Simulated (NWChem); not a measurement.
Molecule: C$_{2}$H$_{4}$ClFSi; SMILES F/C=C\[SiH2]Cl

```xyz
9

F      0.5072    -2.6797     0.0000
C     -0.7212    -2.1166     0.0000
C     -0.8748    -0.7964     0.0000
Si     0.5849     0.3651     0.0000
Cl    -0.1550     2.3152     0.0000
H     -1.5015    -2.8734     0.0000
H     -1.8936    -0.4174     0.0000
H      1.4266     0.2078    -1.2097
H      1.4266     0.2078     1.2097
```
Atoms are numbered in this order, from 1.

Program: NWChem. Medium grid unless said otherwise, to which SCAN and Minnesota functionals are sensitive. All runs use the structure optimised with B3LYP/6-31G* (spherical d). Hybrids' shares of exact exchange are those that their runs print; pure functionals count as 0. The functionals differ in more than this share.

```csv
row,share of exact exchange,orbital gap (eV)
PBE/def2-TZVP,0.00,5.09
BLYP/def2-TZVP,0.00,5.08
B3LYP/def2-TZVP,0.20,6.83
M06-2X/def2-TZVP,0.54,withheld
Hartree-Fock/def2-TZVP,1.00,13.69
```

Problem. Fit a straight line of the last column on the one before it, predict the withheld value, and compare with the run.

Solution. 
1. Means of the 4 shown rows: x = 0.300, y = 7.672. Slope Σ(x − x̄)(y − ȳ)/Σ(x − x̄)² = 5.849/0.6800 = 8.601; intercept 5.092.
2. The shown rows scatter about the line by 0.011 (root mean square); the largest residual is +0.02, at B3LYP/def2-TZVP.
3. At x = 0.54 (M06-2X/def2-TZVP; inside the shown range) the line gives 9.74.
4. The run gives 9.44, -0.30 from the line.
